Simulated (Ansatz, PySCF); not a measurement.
Here is a job for Ansatz (a quantum-chemistry and plane-wave program).
Ansatz 0.2 input:
```yaml
crystal:
  periodic: [false, false, false]
  atoms:
    - {symbol: C, position_ang: [2.41891842, 0.90279200, 0.44617353]}
    - {symbol: C, position_ang: [1.31016557, -0.03311675, 0.07904435]}
    - {symbol: N, position_ang: [1.61308176, -1.19552830, -0.40252968]}
    - {symbol: N, position_ang: [0.08744570, 0.43402249, 0.10973355]}
    - {symbol: C, position_ang: [-1.13411780, -0.27760799, 0.11596649]}
    - {symbol: C, position_ang: [-2.11824686, 0.53318977, 0.97362400]}
    - {symbol: C, position_ang: [-1.68838778, -0.41968557, -1.30880742]}
    - {symbol: H, position_ang: [2.50319489, 0.94925091, 1.53059149]}
    - {symbol: H, position_ang: [3.35377624, 0.53920297, 0.03192811]}
    - {symbol: H, position_ang: [2.20157701, 1.90045636, 0.07604137]}
    - {symbol: H, position_ang: [0.85622260, -1.84755861, -0.56821859]}
    - {symbol: H, position_ang: [-1.02447827, -1.27970132, 0.57083814]}
    - {symbol: H, position_ang: [-2.22848735, 1.53075475, 0.55779028]}
    - {symbol: H, position_ang: [-1.74550099, 0.61839014, 1.99106537]}
    - {symbol: H, position_ang: [-3.08624921, 0.03982254, 0.98888246]}
    - {symbol: H, position_ang: [-2.65309785, -0.92048064, -1.28293733]}
    - {symbol: H, position_ang: [-1.80769702, 0.56344866, -1.75631800]}
    - {symbol: H, position_ang: [-1.00294173, -0.99647408, -1.92609609]}
basis:
  gaussian:
    orbitals: STO-3G
hamiltonian:
  xc: {name: wB97X}
magnetization: {spin_polarized: true, initial_magnetization: 1}
accuracy: high
```

### Question
Convert this to an input for PySCF.

### Answer
One answer among several that fit: 
```python
from pyscf import gto, scf, dft

mol = gto.Mole()
mol.atom = '''
    C     2.41891842    0.90279200    0.44617353
    C     1.31016557   -0.03311675    0.07904435
    N     1.61308176   -1.19552830   -0.40252968
    N     0.08744570    0.43402249    0.10973355
    C    -1.13411780   -0.27760799    0.11596649
    C    -2.11824686    0.53318977    0.97362400
    C    -1.68838778   -0.41968557   -1.30880742
    H     2.50319489    0.94925091    1.53059149
    H     3.35377624    0.53920297    0.03192811
    H     2.20157701    1.90045636    0.07604137
    H     0.85622260   -1.84755861   -0.56821859
    H    -1.02447827   -1.27970132    0.57083814
    H    -2.22848735    1.53075475    0.55779028
    H    -1.74550099    0.61839014    1.99106537
    H    -3.08624921    0.03982254    0.98888246
    H    -2.65309785   -0.92048064   -1.28293733
    H    -1.80769702    0.56344866   -1.75631800
    H    -1.00294173   -0.99647408   -1.92609609
'''
mol.basis = 'sto-3g'
mol.spin = 1
mol.verbose = 4
mol.build()

mf = dft.UKS(mol)
mf.xc = 'wb97x'
mf.grids.atom_grid = (99, 590)
mf.grids.prune = None
mf.kernel()
```

Both were run: Ansatz gave -302.727529 Eh and PySCF -302.727528 Eh, 0.000 mEh apart.
